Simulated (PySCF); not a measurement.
BClHO, BFHO (calculated)

All values are calculated (PySCF 2.14.0). Calculation on a computer-drawn molecule: vertical ionisation energy to the stated ion spin, frozen-core CCSD(T) at the basis limit and cheaper methods, single-reference cases, UHF for radicals, no spin-orbit; all values are single points at the evaluated structure, the first of each entry, which is the reference or a displaced copy of it and isn't optimised; the reference structure only sets the zero of the energies above reference; triples share is (T) over the correlation energy.

Common to all runs: charge 1; multiplicity 1; ion multiplicity 2; diffuse functions no; reference is the Hartree-Fock double-zeta minimum; best is HF at quadruple zeta + MP2 correlation extrapolated from triple and quadruple zeta + CCSD(T) minus MP2 at triple zeta; basis step is the size of the change from the same recipe one zeta lower.

(1) 
```xyz
4
formula=BClHO basis=cc-pV(n+d)Z ionisation_energy_best=19.81 ionisation_energy_basis_step=0.08662 energy_above_reference_best=11.48 energy_above_reference_basis_step=0.4608 ionisation_energy_Koopmans_at_triple_zeta=20.22 ionisation_energy_EOM_CCSD_at_triple_zeta=19.72 total_energy_HF_triple_zeta=-559.4530 total_energy_CCSD(T)_triple_zeta=-559.9935 total_energy_best=-560.0762 T1_diagnostic_at_triple_zeta=0.01496 D1_diagnostic_at_triple_zeta=0.0393 ion_T1_diagnostic_at_triple_zeta=0.0301 ion_D1_diagnostic_at_triple_zeta=0.1399 ion_spin_squared_at_triple_zeta=0.7682 triples_share_at_triple_zeta=0.04186 basis_functions_triple_zeta=113
O     -1.5888    -1.9389     0.5153
B     -2.4299    -1.0220     0.3896
Cl    -3.4972     0.2509     0.2362
H     -1.4860    -2.8663     1.1501
```

Units: ionisation_energy_best, ionisation_energy_basis_step, ionisation_energy_Koopmans_at_triple_zeta, ionisation_energy_EOM_CCSD_at_triple_zeta in eV; energy_above_reference_best, energy_above_reference_basis_step in kcal/mol; total_energy_HF_triple_zeta, total_energy_CCSD(T)_triple_zeta, total_energy_best in hartree.

Reference structure:
```xyz
4
BClHO
O     -1.6282    -1.9668     0.4830
B     -2.4391    -1.0308     0.4014
Cl    -3.4454     0.2327     0.2135
H     -1.5232    -2.7352     1.0434
```

Drawn bonds:
```
atom  other atom  order
   1           2      1
   2           3      1
   1           4      1
```

Triple zeta:
```
 method  ionisation energy (eV)  energy above reference (kcal/mol)
     HF                   18.71                              14.86
    PBE                   19.37                              9.224
 r2SCAN                    19.5                              11.08
  B3LYP                   19.58                              10.69
  wB97X                    19.7                              11.58
    MP2                   19.76                              10.92
   CCSD                   19.59                              11.68
CCSD(T)                   19.61                              11.06
```

(2) 
```xyz
4
formula=BClHO basis=cc-pV(n+d)Z ionisation_energy_best=19.22 ionisation_energy_basis_step=0.08335 energy_above_reference_best=62.17 energy_above_reference_basis_step=0.4137 ionisation_energy_Koopmans_at_triple_zeta=19.71 ionisation_energy_EOM_CCSD_at_triple_zeta=19.1 total_energy_HF_triple_zeta=-559.3617 total_energy_CCSD(T)_triple_zeta=-559.9119 total_energy_best=-559.9955 T1_diagnostic_at_triple_zeta=0.01699 D1_diagnostic_at_triple_zeta=0.04107 ion_T1_diagnostic_at_triple_zeta=0.03623 ion_D1_diagnostic_at_triple_zeta=0.1714 ion_spin_squared_at_triple_zeta=0.7878 triples_share_at_triple_zeta=0.0445 basis_functions_triple_zeta=113
O     -1.5888    -1.9389     0.5153
B     -2.4299    -1.0220     0.3896
Cl    -3.4972     0.2509     0.2362
H     -1.4500    -3.1908     1.3724
```

Units: ionisation_energy_best, ionisation_energy_basis_step, ionisation_energy_Koopmans_at_triple_zeta, ionisation_energy_EOM_CCSD_at_triple_zeta in eV; energy_above_reference_best, energy_above_reference_basis_step in kcal/mol; total_energy_HF_triple_zeta, total_energy_CCSD(T)_triple_zeta, total_energy_best in hartree.

Reference structure:
```xyz
4
BClHO
O     -1.6282    -1.9668     0.4830
B     -2.4391    -1.0308     0.4014
Cl    -3.4454     0.2327     0.2135
H     -1.5232    -2.7352     1.0434
```

Drawn bonds:
```
atom  other atom  order
   1           2      1
   2           3      1
   1           4      1
```

Triple zeta:
```
 method  ionisation energy (eV)  energy above reference (kcal/mol)
     HF                   18.14                              72.14
    PBE                   18.75                              56.29
 r2SCAN                   18.86                              60.74
  B3LYP                   18.95                              60.07
  wB97X                    19.1                              62.95
    MP2                   19.18                              61.37
   CCSD                   19.01                              64.05
CCSD(T)                   19.02                              62.26
```

(3) 
```xyz
4
formula=BClHO basis=cc-pV(n+d)Z
O     -1.5888    -1.9389     0.5153
B     -2.4299    -1.0220     0.3896
Cl    -3.4972     0.2509     0.2362
H     -1.4488    -3.2015     1.3797
```

Reference structure:
```xyz
4
BClHO
O     -1.6282    -1.9668     0.4830
B     -2.4391    -1.0308     0.4014
Cl    -3.4454     0.2327     0.2135
H     -1.5232    -2.7352     1.0434
```

Drawn bonds:
```
atom  other atom  order
   1           2      1
   2           3      1
   1           4      1
```

(4) 
```xyz
4
formula=BFHO basis=cc-pVnZ
O     -2.9963     0.9619    -0.5881
B     -2.7413     0.5668     0.5527
F     -2.5755     0.1635     1.7067
H     -2.5032     1.2542    -1.3570
```

Reference structure:
```xyz
4
BFHO
O     -2.9963     0.9619    -0.5881
B     -2.7413     0.5668     0.5527
F     -2.5755     0.1635     1.7067
H     -2.5032     1.2542    -1.3570
```

Drawn bonds:
```
atom  other atom  order
   1           2      1
   2           3      1
   1           4      1
```

(5) 
```xyz
4
formula=BFHO basis=cc-pVnZ
O     -2.9815     0.9736    -0.6207
B     -2.7336     0.5943     0.5217
F     -2.5237     0.1866     1.7311
H     -2.4455     1.2366    -1.3320
```

Reference structure:
```xyz
4
BFHO
O     -2.9963     0.9619    -0.5881
B     -2.7413     0.5668     0.5527
F     -2.5755     0.1635     1.7067
H     -2.5032     1.2542    -1.3570
```

Drawn bonds:
```
atom  other atom  order
   1           2      1
   2           3      1
   1           4      1
```

To be estimated
1. Estimate the ion spin squared at triple zeta of BClHO (entry 3).
2. BClHO (entry 3): ionisation energy Koopmans at triple zeta?
3. What T1 diagnostic at triple zeta does the calculation give for BFHO (entry 4)?
4. What ionisation energy EOM CCSD at triple zeta does the calculation give for BFHO (entry 4)?
5. Give the table of triple zeta values for BFHO (entry 4).
6. Give the missing ionisation energy best for BFHO (entry 5).

Calculated values
1. 0.7894
2. 19.69 eV
3. 0.01429
4. 23.12 eV
5. 
Triple zeta:
```
 method  ionisation energy (eV)  energy above reference (kcal/mol)
     HF                   21.69                                  0
    PBE                   22.75                                  0
 r2SCAN                   22.81                                  0
  B3LYP                   23.03                                  0
  wB97X                   23.07                                  0
    MP2                   23.35                                  0
   CCSD                   23.06                                  0
CCSD(T)                    23.1                                  0
```
6. 23.5 eV

Further results for BClHO (entry 3):

| Property | Result |
| --- | --- |
| ionisation energy best | 19.2 eV |
| ionisation energy basis step | 0.08358 eV |
| energy above reference best | 63.75 kcal/mol |
| energy above reference basis step | 0.4129 kcal/mol |
| ionisation energy EOM CCSD at triple zeta | 19.07 eV |
| total energy HF triple zeta | -559.3589 hartree |
| total energy CCSD(T) triple zeta | -559.9094 hartree |
| total energy best | -559.9929 hartree |
| T1 diagnostic at triple zeta | 0.01711 |
| D1 diagnostic at triple zeta | 0.04113 |
| ion T1 diagnostic at triple zeta | 0.03634 |
| ion D1 diagnostic at triple zeta | 0.1717 |
| triples share at triple zeta | 0.04459 |
| basis functions triple zeta | 113 |

Triple zeta:
```
 method  ionisation energy (eV)  energy above reference (kcal/mol)
     HF                   18.12                               73.9
    PBE                   18.73                              57.75
 r2SCAN                   18.83                              62.28
  B3LYP                   18.93                               61.6
  wB97X                   19.08                              64.55
    MP2                   19.16                              62.95
   CCSD                   18.99                              65.68
CCSD(T)                      19                              63.86
```

Further results for BFHO (entry 4):

| Quantity | Value |
| --- | --- |
| ionisation energy best | 23.26 eV |
| ionisation energy basis step | 0.03985 eV |
| energy above reference best | 0 kcal/mol |
| energy above reference basis step | 0 kcal/mol |
| ionisation energy Koopmans at triple zeta | 24.32 eV |
| total energy HF triple zeta | -199.4348 hartree |
| total energy CCSD(T) triple zeta | -200.0112 hartree |
| total energy best | -200.1076 hartree |
| D1 diagnostic at triple zeta | 0.03862 |
| ion T1 diagnostic at triple zeta | 0.0308 |
| ion D1 diagnostic at triple zeta | 0.151 |
| ion spin squared at triple zeta | 0.7571 |
| triples share at triple zeta | 0.03279 |
| basis functions triple zeta | 104 |

Further results for BFHO (entry 5):

| Property | Result |
| --- | --- |
| ionisation energy basis step | 0.04536 eV |
| energy above reference best | 3.572 kcal/mol |
| energy above reference basis step | 0.4224 kcal/mol |
| ionisation energy Koopmans at triple zeta | 24.6 eV |
| ionisation energy EOM CCSD at triple zeta | 23.36 eV |
| total energy HF triple zeta | -199.4276 hartree |
| total energy CCSD(T) triple zeta | -200.0059 hartree |
| total energy best | -200.1019 hartree |
| T1 diagnostic at triple zeta | 0.01508 |
| D1 diagnostic at triple zeta | 0.04103 |
| ion T1 diagnostic at triple zeta | 0.04129 |
| ion D1 diagnostic at triple zeta | 0.2115 |
| ion spin squared at triple zeta | 0.7572 |
| triples share at triple zeta | 0.03331 |
| basis functions triple zeta | 104 |

Triple zeta:
```
 method  ionisation energy (eV)  energy above reference (kcal/mol)
     HF                   22.03                              4.494
    PBE                   22.82                              3.038
 r2SCAN                   22.92                              3.513
  B3LYP                   23.17                              3.567
  wB97X                   23.28                              3.383
    MP2                   23.64                              3.266
   CCSD                   23.33                              3.512
CCSD(T)                   23.33                              3.282
```
